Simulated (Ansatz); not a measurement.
`C=[C]([GeH3])C=O` and `C=[C]([GeH3])[SeH]` differ in one atom or group.

Ansatz, PBE0-D4/def2-TZVP geometries, multiplicity 1. Each molecule was computed in one conformer, which needn't be the lowest.

Scalar relativity is left out up to krypton.

| property | `C=[C]([GeH3])C=O` |
| --- | --- |
| LUMO energy (PBE0/def2-TZVPP) / eV | -1.99 |
| size of the dipole moment (PBE/def2-TZVPP) / D | 2.88 |
| size of the dipole moment (ωB97M-V/def2-TZVPP) / D | 3.04 |
| HOMO energy (B3LYP/def2-TZVPP) / eV | -7.42 |
| HOMO–LUMO gap (PBE/def2-TZVPP) / eV | 3.05 |
| HOMO–LUMO gap (B3LYP/def2-TZVPP) / eV | 5.21 |

Task: Give the same properties after the change, and the shifts. (An estimate is asked.)

Result: The calculation gave: 
```json
{"property": "LUMO energy (PBE0/def2-TZVPP) / eV", "`C=[C]([GeH3])[SeH]`": "-0.51", "shift": "1.48"}
{"property": "size of the dipole moment (PBE/def2-TZVPP) / D", "`C=[C]([GeH3])[SeH]`": "0.60", "shift": "-2.28"}
{"property": "size of the dipole moment (ωB97M-V/def2-TZVPP) / D", "`C=[C]([GeH3])[SeH]`": "0.75", "shift": "-2.29"}
{"property": "HOMO energy (B3LYP/def2-TZVPP) / eV", "`C=[C]([GeH3])[SeH]`": "-6.30", "shift": "1.12"}
{"property": "HOMO–LUMO gap (PBE/def2-TZVPP) / eV", "`C=[C]([GeH3])[SeH]`": "4.02", "shift": "0.97"}
{"property": "HOMO–LUMO gap (B3LYP/def2-TZVPP) / eV", "`C=[C]([GeH3])[SeH]`": "5.58", "shift": "0.37"}
```

With PBE0 the HOMO rises by 1.13 eV and the LUMO rises by 1.48 eV, so the gap widens by about 0.35 eV. PBE moves the HOMO by 0.59 eV and ωB97M-V by 1.41 eV. Dipoles are sizes alone; their direction can turn.

B3LYP here is the variant with VWN-RPA as its local correlation; programs differ in this.

Spin–orbit coupling is left out; it splits and shifts lone-pair levels of the heavy atoms by tenths of an eV.
